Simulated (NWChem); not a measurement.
System: CH₄BeS; SMILES C[S][BeH]

The following NWChem deck was run.

```
start job
memory heap 200 mb stack 900 mb global 1100 mb
geometry units angstroms noautoz
  Be    -0.407839    -1.638910    -0.003434
  H     -1.229549    -2.698993    -0.003169
  S      0.787213    -0.141250    -0.005005
  C     -0.410354     1.271043     0.000621
  H     -1.113477     1.219475    -0.851451
  H      0.194946     2.191241    -0.100251
  H     -0.970951     1.320049     0.952677
end
basis spherical
  Be library def2-tzvp
  H library def2-tzvp
  S library def2-tzvp
  C library def2-tzvp
end
dft
  xc slater pw91lda
  iterations 150
  mulliken
end
task dft energy
```

Structure relaxed at the PBE-D3(BJ)/def2-SVP level.

Task: What results follow from this input? (LDA (Slater exchange, PW92)/def2-TZVP.) Quantities: energy (Ha); highest occupied level (eV); orbital gap (eV); dipole (D).

Result: 
| Quantity | Result |
|---|---|
| energy (Ha) | -451.51 |
| highest occupied level (eV) | -6.08 |
| orbital gap (eV) | 3.95 |
| dipole (D) | 1.60 |
